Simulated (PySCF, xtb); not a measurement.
B2H4, SMILES BB.

GFN2-xTB run with xtb at its own geometry gives an orbital gap of 3.70 eV and a dipole moment of 0.00 D.

Geometry optimised at B3LYP-D3(BJ)/def2-TZVP.

Task: What does PySCF with PBE/def2-TZVPD give? (The exact figures need the calculation; the answer reports its results.)

Result: gap 4.59 eV (levels -7.29 and -2.69 eV), dipole 0.00 D.
